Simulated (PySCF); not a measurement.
Gas-phase reaction: 2 InH2Cl ⇌ InH3 + InH + 2 Cl

Method: PySCF energies plus ideal-gas RRHO corrections (1 bar). † marks an energy on the PBE0/def2-TZVP geometry and frequencies; other levels use their own. MP2 freezes the core. Open shells (unrestricted): Cl (multiplicity 2, electronic degeneracy 6); the rest are closed-shell singlets. Spin-orbit splitting is ignored; it lowers the true energy and changes the entropy of Cl. B3LYP is the form with VWN-RPA correlation. In: scalar-relativistic def2 core potential, no spin-orbit coupling. InH2Cl, InH3, InH: computed as isolated molecules; such fragments, hydroxides, amides, oligomers or adducts are transient or little studied in the gas. MP2 isn't extrapolated to the basis-set limit; its ΔH°(298 K) is 644.5 kJ in def2-SVP and 681.2 kJ in def2-TZVPP. The harmonic model lacks anharmonicity and excited electronic states, which grow with temperature; levels with a mode under 35 cm⁻¹ are left out.

| level | ΔE electronic, kJ | ΔH°(298 K), kJ | ΔS°(298 K), J/K | ΔG°(1200 K), kJ |
|---|---|---|---|---|
| B3LYP/def2-TZVP† | 630 | 622 | 221 | 356 |
| HF/def2-TZVP† | 525 | 517 | 221 | 250 |
| MP2/def2-SVP† | 652 | 644 | 221 | 378 |
| PBE/def2-SVP | 670 | 663 | 220 | 397 |
| PBE0/def2-QZVP† | 676 | 668 | 221 | 402 |
| ωB97M-V/def2-TZVP† | 685 | 677 | 221 | 410 |
ΔH° is lowest at HF/def2-TZVP† and highest at ωB97M-V/def2-TZVP†. No reference value is set beside these.
